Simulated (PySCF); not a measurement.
CH₇ClGeSi.
Atom-mapped SMILES: `[SiH3:1][C@H:2]([Cl:3])[GeH3:4]` (hydrogens: H5, H6, H7 on Si1; H8 on C2; H9, H10, H11 on Ge4)

Level: CAM-B3LYP/def2-SVPD in PySCF, non-relativistic, on one gas-phase PBE0-D3(BJ)/def2-SVP geometry that isn't relaxed in the solvent. The solvent is an IEF-PCM continuum (Bondi radii, 1.10 Å for H, scaled by 1.2), and excitations are vertical TDDFT with non-equilibrium linear response and a frozen core. The model holds no explicit solvent molecules, cavitation or dispersion. Spin–orbit coupling is left out although an atom past zinc is present.

Gas-phase singlets (H = HOMO, L = LUMO):

```csv
state,E (eV),λ (nm),f,leading configuration
S1,6.363,195,0.013,H→L 62%
S2,6.834,181,0.011,H-1→L 59%
S3,7.234,171,0.002,H→L+2 44%
S4,7.718,161,0.158,H→L+1 48%
S5,7.784,159,0.013,H-1→L+2 41%
```

Question: Give the list for acetonitrile (ε = 35.69), n² = 1.81.

Answer: 
```tsv
state	E (eV)	λ (nm)	f	leading configuration	change by rank (eV)
S1	6.406	194	0.016	H→L 82%	+0.043
S2	6.909	179	0.017	H-1→L 80%	+0.075
S3	7.318	169	0.002	H→L+1 52%	+0.084
S4	7.815	159	0.247	H→L+2 47%	+0.097
S5	7.876	157	0.025	H-1→L+1 50%	+0.092
```

Question: The ground-state energy changes by -0.085 eV from gas to acetonitrile. By how much does the total energy of gas-phase S1 change?

Answer: E(S1) = E(S0) + excitation energy, so it changes by -0.085 + 0.043 = -0.042 eV: it is lowered less than the ground state, which is what a blue shift means. This is the vertical state, with the slow part of the continuum still set for S0.

Question: How do the frontier levels move from gas to acetonitrile?

Answer: 
```tsv
orbital	gas (eV)	solvent (eV)	change (eV)
LUMO+2	1.20	1.33	+0.13
LUMO+1	0.88	0.99	+0.11
LUMO	0.66	0.83	+0.17
HOMO	-9.33	-9.29	+0.04
HOMO-1	-9.87	-9.87	0.00
HOMO-2	-10.85	-10.69	+0.16
HOMO-3	-11.13	-10.94	+0.19
```

The HOMO–LUMO gap goes from 9.99 to 10.12 eV.

On one thread of an AMD EPYC, no GPU, shared host, this took 43 s and 0.82 GiB of memory at its peak. This is the whole response run at CAM-B3LYP/def2-SVPD in acetonitrile, SCF included.
